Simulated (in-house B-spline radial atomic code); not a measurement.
Values are calculated unless marked as measured or tabulated.
**Building a PAW p channel for Nb, r_c = 1.46 bohr**

Nb, [Kr] 4d4 5s1, non-relativistic LDA (VWN5), spherical and spin-unpolarised, from a B-spline radial code for spherical atoms (atomic units; all potentials screened as in the neutral atom).

Two all-electron partial waves φ1, φ2 are integrated outwards at E1 = ε(4p) = -1.250048 and E2 = E1 + 1 hartree; φ1 is the bound orbital and φ2 has unit norm inside r_c = 1.4621 bohr. Smooth partners are polynomials, r^2(a0 + a1 r² + a2 r⁴ + a3 r⁶), matched to φ and three derivatives at r_c, with no condition on the norm. The local potential is -15.2279 + (16.3482) r² + (-7.51618) r⁴ + (1.29422) r⁶ inside 1.1971 bohr and the all-electron one outside.

| wave | φ(r_c) | φ'(r_c) | a0 | a1 | a2 | a3 |
| --- | --- | --- | --- | --- | --- | --- |
| 1 | 0.8500858 | -0.6602559 | 2.024982 | -1.423089 | 0.3995357 | -0.04206889 |
| 2 | 0.5830323 | -2.342769 | 3.177456 | -2.571705 | 0.734141 | -0.07800632 |

Inside r_c the overlaps are <φi φj> = [[0.66713, 0.80330], [0.80330, 1.00000]] and, for the smooth waves, [[0.71753, 0.87562], [0.87562, 1.10433]]. With χj = (Ej − T − V_local) applied to smooth wave j, the program's quadrature gives the matrix B_ij = <smooth i, χj> as [[1.12018, 1.69128], [1.61895, 2.46025]].

Question: Check the match of the first wave, and find the augmentation charges q_ij.

Answer: At r_c the four terms are 4.32888, -6.50340, 3.90318, -0.87857, which sum to 0.8501, φ1(r_c) to rounding. q_ij is the all-electron overlap less the smooth one: [[-0.05039, -0.07232], [-0.07232, -0.10433]]. The smooth first wave has a norm of 0.7175 inside r_c against 0.6671, so q11 is negative and must stay small enough for the overlap operator to be positive.

Question: B isn't symmetric. Show that D_ij = B_ij + Ej q_ij is.

Answer: Integrating by parts gives B12 − B21 = (E1 − E2) q12: 1.69128 − (1.61895) = 0.07233, and −1 × (-0.07232) = 0.07232. So D12 = 1.69128 + (-0.250048)(-0.07232) = 1.70936 and D21 = 1.61895 + (-1.250048)(-0.07232) = 1.70936; D11 = 1.18318, D22 = 2.48634. The projectors, p = (B⁻¹)ᵀ χ, are dual to the smooth waves; det B = 0.018, small beside B11 B22, as the two smooth waves look alike inside r_c.

Solving (T + V_local + Σ p D p) ψ = E (1 + Σ p q p) ψ in a sphere of 9 bohr gives these levels:

| all-electron | one projector | two projectors |
| --- | --- | --- |
| -1.250050 | -1.250050 | -1.250050 |
| -0.031041 | -0.032056 | -0.031041 |
| 0.219509 | 0.217301 | 0.219507 |
| 0.627842 | 0.622101 | 0.627829 |
| 1.191080 | 1.177310 | 1.191000 |

Question: What does the second projector gain?

Answer: With one projector the errors are 0.00, -1.02, -2.21, -5.74, -13.77 millihartree. With two the errors are 0.00, 0.00, 0.00, -0.01, -0.08 millihartree. The scattering is exact at E1 and at E2 = -0.250, and over all levels compared the largest error is 0.08 millihartree. The lowest eigenvalue of the overlap operator is 0.8109 with one and 0.7844 with two projectors. The smooth orbital alone needs a cutoff of 15.2 hartree for 1 millihartree of kinetic energy, against 24.2 for a norm-conserving Troullier-Martins orbital of the same radius; part of the gain comes from giving up the norm, part from the simpler form.
